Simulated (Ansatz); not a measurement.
Si₉H₁₅ (the lowest doublet isomer of a short search). Total charge 0; doublet. Geometry r2SCAN-D4/def2-SVP, basis def2-TZVP, Ansatz.

```xyz
24

Si   -1.0110   -0.8413    2.2384
Si    1.9540    1.8135    1.0149
Si   -0.6784   -2.0532    0.2409
Si   -1.6284    1.3752    1.7433
Si    1.6766   -0.3306   -2.1451
Si   -0.3430    0.8509   -1.8777
Si   -0.1571    2.1589    0.0882
Si   -1.8329   -0.9304   -1.4818
Si    1.5892   -1.9651   -0.4357
H     0.2452   -0.8347    3.0553
H     2.8868    0.5454   -2.0628
H    -1.9484   -1.7850   -2.7068
H    -0.4095    3.6027   -0.2408
H     3.1286    2.3524    0.2644
H     1.9962   -3.2973   -0.9893
H    -3.0427    1.4026    1.2529
H    -0.7104    1.7107   -3.0477
H    -1.1293   -3.4705    0.4248
H    -2.0900   -1.4959    3.0464
H     1.6808   -1.0317   -3.4697
H    -3.2012   -0.4869   -1.0689
H     2.4907   -1.6390    0.7132
H    -1.5300    2.2309    2.9688
H     2.0643    2.1186    2.4747
```

```
run  HOMO (eV)  LUMO (eV)
  A      -6.17      -2.85
  B      -5.17      -3.71
  C      -4.91      -3.65
  D      -5.51      -3.35
```

The structure comes from a short search, and lower isomers may exist.

HOMO and LUMO are taken over both spins.

Task: The runs used BLYP, PBE, PBE0, r2SCAN. Estimate which is which.

Result: A PBE0 (25 % exact exchange); B PBE (0 % exact exchange); C BLYP (0 % exact exchange); D r2SCAN (0 % exact exchange). Exact exchange lowers occupied and raises empty levels; among semilocal functionals meta-GGAs tend to open the gap a little, and such runs are hard to tell apart. The gap grows from 1.26 eV (BLYP) to 3.32 eV (PBE0).
